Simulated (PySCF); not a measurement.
C2H5F3Si, SMILES CC[Si](F)(F)F.

Geometry optimised at B3LYP-D3(BJ)/def2-SVP. One conformer was computed; it need not be the lowest.

Calculation: TDDFT-PBE/def2-SVPD run with PySCF.

Vertical excitations. Gas-phase values at a fixed geometry.

Estimate the UV-visible absorptions. (Estimate from the structure and the level; the computed values follow.)


```json
[
 {"state": "S1", "energy (eV)": "7.75", "λ (nm)": "160", "f": "0.028", "main pairs": "HOMO→LUMO 99 %"},
 {"state": "S2", "energy (eV)": "8.46", "λ (nm)": "147", "f": "0.000", "main pairs": "HOMO−1→LUMO 100 %"},
 {"state": "S3", "energy (eV)": "8.47", "λ (nm)": "146", "f": "0.075", "main pairs": "HOMO→LUMO+1 98 %"},
 {"state": "S4", "energy (eV)": "9.06", "λ (nm)": "137", "f": "0.007", "main pairs": "HOMO→LUMO+3 96 %"},
 {"state": "S5", "energy (eV)": "9.11", "λ (nm)": "136", "f": "0.009", "main pairs": "HOMO→LUMO+2 84 %"},
 {"state": "S6", "energy (eV)": "9.15", "λ (nm)": "135", "f": "0.006", "main pairs": "HOMO−1→LUMO+1 90 %"},
 {"state": "S7", "energy (eV)": "9.20", "λ (nm)": "135", "f": "0.006", "main pairs": "HOMO−2→LUMO 95 %"},
 {"state": "S8", "energy (eV)": "9.33", "λ (nm)": "133", "f": "0.000", "main pairs": "HOMO−3→LUMO 100 %"},
 {"state": "S9", "energy (eV)": "9.64", "λ (nm)": "129", "f": "0.000", "main pairs": "HOMO−4→LUMO 65 %, HOMO→LUMO+5 30 %"},
 {"state": "S10", "energy (eV)": "9.67", "λ (nm)": "128", "f": "0.013", "main pairs": "HOMO→LUMO+4 54 %, HOMO−4→LUMO 20 %, HOMO→LUMO+5 13 %"},
 {"state": "T1", "energy (eV)": "7.52", "λ (nm)": "165", "f": "0", "main pairs": "HOMO→LUMO 99 %"},
 {"state": "T2", "energy (eV)": "8.11", "λ (nm)": "153", "f": "0", "main pairs": "HOMO→LUMO+1 98 %"},
 {"state": "T3", "energy (eV)": "8.29", "λ (nm)": "150", "f": "0", "main pairs": "HOMO−1→LUMO 98 %"},
 {"state": "T4", "energy (eV)": "8.66", "λ (nm)": "143", "f": "0", "main pairs": "HOMO→LUMO+2 96 %"}
]
```
Triplets are in the Tamm–Dancoff approximation, which puts them higher than full response would, so one can lie above its singlet here.
